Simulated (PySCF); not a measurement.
A PySCF script (with the pyscf-properties extension) for the NMR shieldings of `InChI=1S/C4H14B2Si/c1-3-7(2)4-6-5/h6-7H,3-5H2,1-2H3/t7-/m0/s1`, on a GFN2-xTB geometry:

```python
import basis_set_exchange as bse
import numpy as np
from pyscf import gto, dft
from pyscf.prop import nmr

atoms = """
B     2.867363    0.464527    1.229638
B     1.530680    1.123935    0.578586
C     0.951284    0.736064   -0.824327
Si   -0.384571   -0.630555   -0.632087
C     0.396139   -2.248138   -0.008869
C    -1.767687   -0.094790    0.570654
C    -2.443416    1.213585    0.172583
H     3.930622    0.954256    1.125436
H     2.852491   -0.520161    1.870832
H     0.915705    1.941428    1.169360
H     1.699865    0.342875   -1.511665
H     0.463644    1.573994   -1.321661
H    -0.976309   -0.857512   -1.970389
H     0.764360   -2.143380    1.006910
H     1.235035   -2.543385   -0.630999
H    -0.321294   -3.062687   -0.017251
H    -2.525877   -0.877965    0.629799
H    -1.357371    0.013100    1.576749
H    -1.723631    2.027930    0.164732
H    -3.238621    1.470045    0.871135
H    -2.877330    1.133775   -0.821610
"""
names = dict.fromkeys(["B", "C", "Si", "H"], "pcSseg-1")
basis = {el: gto.basis.parse(bse.get_basis(n, elements=[el], fmt="nwchem")) for el, n in names.items()}
mol = gto.M(atom=atoms, basis=basis, charge=0, verbose=0)
mf = dft.RKS(mol, xc="PBE0")
mf.grids.level = 2
mf.grids.alignment = dft.numint.BLKSIZE   # the property module wants whole blocks of grid points
mf.conv_tol = 1e-9
mf.kernel()

calc = nmr.RKS(mf)   # GIAO
C = mf.mo_coeff
Co = C[:, mf.mo_occ > 0]
resp = mf.gen_response(singlet=True, hermi=2)
def vind(x):   # induced exchange potential for any number of trial vectors
    d = np.einsum("pi,xij,qj->xpq", C, 2 * x.reshape(-1, C.shape[1], Co.shape[1]), Co, optimize=True)
    return np.einsum("xpq,pi,qj->xij", resp(d - d.transpose(0, 2, 1)), C, Co, optimize=True).ravel()
mo1, _ = nmr.rhf.solve_mo1(calc, with_cphf=vind)
sigma = calc.kernel(mo1)
for i, s in enumerate(sigma):   # ppm
    w = np.linalg.eigvalsh((s + s.T) / 2)
    print("%2d %-2s iso %8.1f  s11 %8.1f  s22 %8.1f  s33 %8.1f" % (i, mol.atom_pure_symbol(i), w.mean(), *w))
```

Problem. What are the results?

Solution. 
```
 0 B  iso     -5.7  s11   -134.0  s22    -19.2  s33    136.1
 1 B  iso      0.8  s11   -107.8  s22    -16.0  s33    126.3
 2 C  iso    164.1  s11    121.1  s22    166.2  s33    204.9
 3 Si iso    364.0  s11    328.2  s22    370.1  s33    393.7
 4 C  iso    188.8  s11    183.5  s22    189.9  s33    193.0
 5 C  iso    175.2  s11    170.9  s22    172.7  s33    182.0
 6 C  iso    176.3  s11    169.2  s22    171.9  s33    187.9
 7 H  iso     21.7  s11     10.0  s22     25.2  s33     29.8
 8 H  iso     21.8  s11      8.3  s22     26.4  s33     30.6
 9 H  iso     22.2  s11     11.4  s22     24.9  s33     30.3
10 H  iso     29.9  s11     26.9  s22     27.4  s33     35.4
11 H  iso     29.8  s11     25.4  s22     28.2  s33     35.6
12 H  iso     27.1  s11     24.6  s22     25.1  s33     31.6
13 H  iso     31.4  s11     27.1  s22     29.2  s33     38.0
14 H  iso     31.7  s11     27.3  s22     28.9  s33     38.9
15 H  iso     31.6  s11     26.9  s22     28.8  s33     38.9
16 H  iso     31.0  s11     25.6  s22     30.2  s33     37.2
17 H  iso     31.2  s11     27.1  s22     30.0  s33     36.4
18 H  iso     30.5  s11     25.6  s22     29.8  s33     36.0
19 H  iso     30.3  s11     25.1  s22     27.6  s33     38.1
20 H  iso     30.7  s11     26.4  s22     28.9  s33     36.9
```

These numbers come from an equivalent density-fitted implementation of the same equations, which agrees with the script to about 0.01 ppm for H and up to a few tenths of a ppm for heavy atoms, so last digits may differ.

Size and cost of the density-fitted run: 196 basis functions, 60 s wall time on 1 thread of an Arm Neoverse N1, shared host; peak memory 0.88 GiB.
